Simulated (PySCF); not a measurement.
Members of one family of related compounds. Computed, not measured: TDDFT CAM-B3LYP/def2-SVPD, vertical, gas phase, core orbitals frozen in the response, def2 core potentials past Kr in PySCF. Geometries: PBE0-D3(BJ)/def2-SVP; one conformer of each isolated species. Triplets are in the Tamm–Dancoff approximation. 'Strongest' means the level of largest summed f among the lowest 10 singlets; it needn't be the same kind of state in each. Atoms past krypton carry core potentials; spin–orbit coupling is left out.

Question: Rank by computed LUMO energy, lowest first.
A. `C[CH2][In]([SiH3])[CH2]C`
B. `C[CH2][In]([F])[CH2]C`
C. `C[CH2][In]([CH2]C)[N]=C=S`
D. `[C]([In]([CH2]C)[CH2]C)#N`

Answer: D (-1.03 eV), C (-0.84 eV), A (-0.70 eV), B (-0.28 eV).

```tsv
SMILES	LUMO (eV)	strongest (eV)	first f ≥ 0.01 (nm)	S1 (eV)	f (S1)	S1 mainly
C[CH2][In]([C]#N)[CH2]C	-1.03	6.09	225	4.36	0.000	H→L (98%)
C[CH2][In]([CH2]C)[N]=C=S	-0.84	6.07	272	4.11	0.000	H→L (86%)
C[CH2][In]([SiH3])[CH2]C	-0.70	7.01	220	3.90	0.004	H→L (99%)
C[CH2][In]([F])[CH2]C	-0.28	5.85	212	4.77	0.000	H→L (96%)
```

H and L stand for HOMO and LUMO.

- `C[CH2][In]([C]#N)[CH2]C`: Löwdin shares by element: HOMO carbon 54% or more, indium 16% (atoms not listed hold the other 30%); LUMO indium 58%, carbon 26% or more (atoms not listed hold the other 16%).
- `C[CH2][In]([CH2]C)[N]=C=S`: Löwdin shares by element: HOMO sulfur 55%, nitrogen 19%, carbon 18% or more; LUMO indium 60%, carbon 16% or more, nitrogen 6% (atoms not listed hold the other 18%).
- `C[CH2][In]([SiH3])[CH2]C`: Löwdin shares by element: HOMO silicon 31%, indium 23%, carbon 22% or more (atoms not listed hold the other 24%); LUMO indium 58%, silicon 16%, carbon 14% or more.
- `C[CH2][In]([F])[CH2]C`: Löwdin shares by element: HOMO carbon 56% or more, indium 16% (atoms not listed hold the other 29%); LUMO indium 64%, carbon 17% or more, fluorine 7%.
